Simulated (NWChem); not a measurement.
System: BF

NWChem input:

```
start job
memory heap 200 mb stack 900 mb global 1100 mb
geometry units angstroms noautosym nocenter noautoz
  B      0.000000     0.000000    -0.814833
  F      0.000000     0.000000     0.459337
end
basis spherical
  * library def2-svpd
end
dft
  xc b3lyp
  iterations 150
end
property
  response 1 0.0
end
task dft property
```

Coordinates come from a B3LYP/6-31G* (spherical d) optimisation.

Static field.

Problem. Predict the main results of this run. (B3LYP/def2-SVPD.) Quantities: isotropic polarisability (bohr³); anisotropy (bohr³).

Solution. 
```
Item                              Result
--------------------------------  ------
isotropic polarisability (bohr³)    19.8
anisotropy (bohr³)                   2.2
```
